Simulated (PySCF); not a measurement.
Correlation energy of Ru (ruthenium, neutral)

[Kr] 4d7 5s1, high-spin 5F determinant. Calculation: PySCF 2.14, in x2c-TZVPPall with one added diffuse shell each of s, p, d, f type (9s7p7d3f1g, 95 functions); the spin-free X2C one-electron Hamiltonian (Gaussian nucleus). Frozen: [Ar] 3d10; 16 electrons correlated.

```
  level  correlation energy (mhartree)
   CCSD                        -482.13
    (T)                         -15.96
CCSD(T)                        -498.09
```

Diagnostics: T1 = 0.016, D1 = 0.0690, largest double amplitude 0.022.

Cost of the coupled-cluster step: of the order of 30 core-seconds, for 16 correlated electrons.

Iterations:

```
CC2 = 0
CCSD nocc = (np.int64(10), np.int64(6)), nmo = (81, 81)
frozen orbitals [[0, 1, 2, 3, 4, 5, 6, 7, 8, 9, 10, 11, 12, 13], [0, 1, 2, 3, 4, 5, 6, 7, 8, 9, 10, 11, 12, 13]]
max_cycle = 100
direct = 0
conv_tol = 1e-08
conv_tol_normt = 1e-06
diis_space = 8
diis_start_cycle = 0
Init t2, MP2 energy = -0.486802384266943
Init E_corr(UCCSD) = -0.486802384268092
cycle = 1  E_corr(UCCSD) = -0.471438972184786  dE = 0.0153634121  norm(t1,t2) = 0.075948
cycle = 2  E_corr(UCCSD) = -0.481562270730612  dE = -0.0101232985  norm(t1,t2) = 0.0238292
cycle = 3  E_corr(UCCSD) = -0.481280479384627  dE = 0.000281791346  norm(t1,t2) = 0.0136704
cycle = 4  E_corr(UCCSD) = -0.482114072048212  dE = -0.000833592664  norm(t1,t2) = 0.00604974
cycle = 5  E_corr(UCCSD) = -0.482189161749222  dE = -7.5089701e-05  norm(t1,t2) = 0.00112913
cycle = 6  E_corr(UCCSD) = -0.482133053066525  dE = 5.61086827e-05  norm(t1,t2) = 0.000433015
cycle = 7  E_corr(UCCSD) = -0.482118605420173  dE = 1.44476464e-05  norm(t1,t2) = 0.00020586
cycle = 8  E_corr(UCCSD) = -0.482129812739991  dE = -1.12073198e-05  norm(t1,t2) = 6.80565e-05
cycle = 9  E_corr(UCCSD) = -0.482131268479353  dE = -1.45573936e-06  norm(t1,t2) = 1.95135e-05
cycle = 10  E_corr(UCCSD) = -0.482130630496012  dE = 6.37983341e-07  norm(t1,t2) = 9.26165e-06
cycle = 11  E_corr(UCCSD) = -0.482130291428291  dE = 3.39067721e-07  norm(t1,t2) = 4.86855e-06
cycle = 12  E_corr(UCCSD) = -0.48213037831503  dE = -8.68867389e-08  norm(t1,t2) = 1.40564e-06
cycle = 13  E_corr(UCCSD) = -0.482130367603709  dE = 1.07113212e-08  norm(t1,t2) = 5.40942e-07
cycle = 14  E_corr(UCCSD) = -0.482130370986333  dE = -3.38262407e-09  norm(t1,t2) = 1.42147e-07
UCCSD converged
E(UCCSD) = -4528.471962547459  E_corr = -0.4821303709863329
UCCSD(T) correction = -0.0159598594863417
```

This basis was not built for core-valence correlation, so the inner-shell part is incomplete.
